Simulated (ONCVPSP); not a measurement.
# Reading a pseudo-wave (helium (He))

Columns: radius, all-electron u(r) and pseudo u(r) of the 1s shell (level -15.50 eV) of helium in the configuration 1s2; PBEsol, scalar-relativistic, ONCV scheme, ONCVPSP 4.0.1.

| r (bohr) | all-electron | pseudo |
| --- | --- | --- |
| 0.042 | 0.1836 | 0.1452 |
| 0.085 | 0.3410 | 0.2887 |
| 0.128 | 0.4718 | 0.4224 |
| 0.170 | 0.5771 | 0.5397 |
| 0.212 | 0.6634 | 0.6415 |
| 0.255 | 0.7346 | 0.7281 |
| 0.298 | 0.7911 | 0.7968 |
| 0.340 | 0.8341 | 0.8475 |
| 0.382 | 0.8666 | 0.8837 |
| 0.425 | 0.8907 | 0.9081 |
| 0.467 | 0.9066 | 0.9219 |
| 0.510 | 0.9163 | 0.9280 |
| 0.552 | 0.9202 | 0.9281 |
| 0.595 | 0.9194 | 0.9239 |
| 0.638 | 0.9145 | 0.9166 |
| 0.680 | 0.9064 | 0.9072 |
| 0.722 | 0.8956 | 0.8957 |
| 0.765 | 0.8821 | 0.8821 |
| 0.807 | 0.8671 | 0.8671 |
| 0.850 | 0.8501 | 0.8501 |
| 0.892 | 0.8322 | 0.8322 |
| 0.935 | 0.8129 | 0.8129 |
| 0.977 | 0.7933 | 0.7933 |
| 1.020 | 0.7727 | 0.7726 |
| 1.062 | 0.7521 | 0.7520 |
| 1.105 | 0.7307 | 0.7307 |

Problem. How many radial nodes do the two functions have?

Solution. The all-electron 1s function has n − l − 1 = 0; the pseudo-wave has 0.

Problem. At about which radius was the pseudo-wave matched?

Solution. 0.85 bohr. The columns agree to 0.0005 from 0.72 bohr on; several derivatives are matched, so the curves merge somewhat inside the radius.

Problem. Where does each function peak?

Solution. Outermost all-electron maximum near 0.55 bohr, pseudo maximum near 0.55 bohr (to the table’s step).

Problem. Is the pseudo-wave norm-conserving?

Solution. Yes: the ONCV scheme keeps the norm inside the radius equal to the all-electron one, which fixes the energy derivative of the logarithmic derivative at the level.
